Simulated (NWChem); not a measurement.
# SiH4TeO; SMILES O[Te][SiH3]

Results from NWChem. def2 effective core potentials on Te; no spin-orbit coupling. Each level has its own optimisation; frequencies are unscaled. One conformer.

```csv
level,r O–Te (Å),r Si–Te (Å),r H–O (Å),highest harmonic frequency (cm⁻¹),lowest (cm⁻¹),zero-point energy (kcal/mol)
BLYP/def2-SVP (core potentials),2.066,2.556,0.981,3625,100,23.2
"Hartree-Fock/3-21G (all-electron, non-relativistic)",1.990,2.600,0.969,3843,109,25.2
PBE0/def2-SVP (core potentials),2.017,2.505,0.966,3861,110,24.1
```
